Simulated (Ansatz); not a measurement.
Reactions of CH5NSSi, SMILES `[SiH3]NC=S`.

Program: Ansatz. Geometries: PBE0-D4/def2-TZVP. ΔE: electronic, gas phase. CCSD(T)/CBS is the MP2 limit (def2-TZVPP, def2-QZVPP) plus CCSD(T) − MP2 in def2-TZVPP, frozen cores. This one scheme is used for every species. Functionals use def2-TZVPP. For Zn outer-core shells are correlated without core-valence functions, which leaves a few kJ/mol of doubt a bond. Scalar relativity is left out up to krypton. One conformer a species, not always the lowest.

```csv
reaction,CCSD/CBS(def2) (kJ/mol),B2PLYP (kJ/mol),CCSD(T)/CBS(def2) (kJ/mol)
`[SiH3]NC=S` + `CCB(F)F` → `FB(F)[SiH3]` + `CCNC=S`,130,126,127
`[SiH3]NC=S` + `C[CH](C)[Zn][F]` → `C[SiH2]NC=S` + `C[CH2][Zn][F]`,-65,-63,-65
`[SiH3]NC=S` + `C=C(C)CC` → `C=C(C)[SiH3]` + `CCNC=S`,74,70,73
`[SiH3]NC=S` + H₂O → `OC=S` + `N[SiH3]`,50,45,51
`[SiH3]NC=S` + CH₃SH → `CSC=S` + `N[SiH3]`,22,21,18
```

Largest T1 diagnostic: 0.018, for `OC=S`.
